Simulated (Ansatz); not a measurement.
`N[C@@H](F)[Si@@H](F)Cl` + `S[SiH2]Cl` → `F[SiH](Cl)S[SiH2]Cl` + `NCF`  (ligand exchange at the Si–C bond)

Program: Ansatz. Geometries: PBE0-D4/def2-TZVP. ΔE: electronic, gas phase. CCSD(T)/CBS is the MP2 limit (def2-TZVPP, def2-QZVPP) plus CCSD(T) − MP2 in def2-TZVPP, frozen cores. Functionals use def2-TZVPP. One conformer a species, not always the lowest.

```
             level  ΔE (kcal/mol)
               PBE          -18.8
     HF/def2-TZVPP          -20.2
SCS-MP2/def2-TZVPP          -20.7
      HF/CBS(def2)          -20.2
```

What does CCSD(T)/CBS give? (Estimate.)

Ansatz gave: -20.5 kcal/mol. The listed levels differ from it by 1.7, 0.3, -0.2, 0.3 kcal/mol.

Largest T1 diagnostic among the species: 0.011.

The D4 term adds −1.8 kcal/mol with B3LYP and −1.0 kcal/mol with PBE0; it sums over pairs of atoms, weighted by their polarisabilities, and B3LYP, whose exchange is more repulsive, gets the larger term. From PBE to PBE0 (25 % exact exchange), in def2-TZVPP and without D4, ΔE moves by −1.0 kcal/mol.

CCSD(T)/CBS has its own doubt, a few kJ/mol and more with outer-core shells, so smaller differences from it don't rank the levels.

B3LYP here is the variant with VWN-RPA as its local correlation; programs differ in this.
